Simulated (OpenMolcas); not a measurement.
Nb4+ (d1) in a complex was computed by SS-CASPT2, IPEA 0.25 Eh, imaginary shift 0.1 Eh with the d shell active (OpenMolcas, ANO-RCC-VTZP on the metal). Its lowest spin-free states, and all those of the highest spin:

```tsv
2S+1	Degeneracy	E (cm-1)
2	1	0
2	2	5110
2	2	27820
```

Task: Is the site octahedral, tetrahedral or cube-like, axial, or of lower symmetry?

Result: The states with 2S+1 = 2 have orbital degeneracies 1, 2, 2. There are pairs but no triples, so the site is axial: not cubic, but with a proper or improper axis of order three or more. The run had Nb4+ with 3 ligands (fluoride) in trigonal planar coordination (D3h) at 1.9 Å. Ligand basis ANO-RCC-VDZP.

The least metal-like active orbital is 75 % on the metal (Löwdin) and no ligand orbital is active, so the numbers are rough. Ligand-to-metal charge-transfer states are missing. The distance lies 6 % over the 1.8 Å that this model takes as the normal distance (a Shannon-type radius plus a fixed donor radius); by an R⁻⁵ law this alone changes a d-shell field by about -24 %. No measured value stands beside these numbers; the geometry was imposed, not optimised, and the real ion may take another.
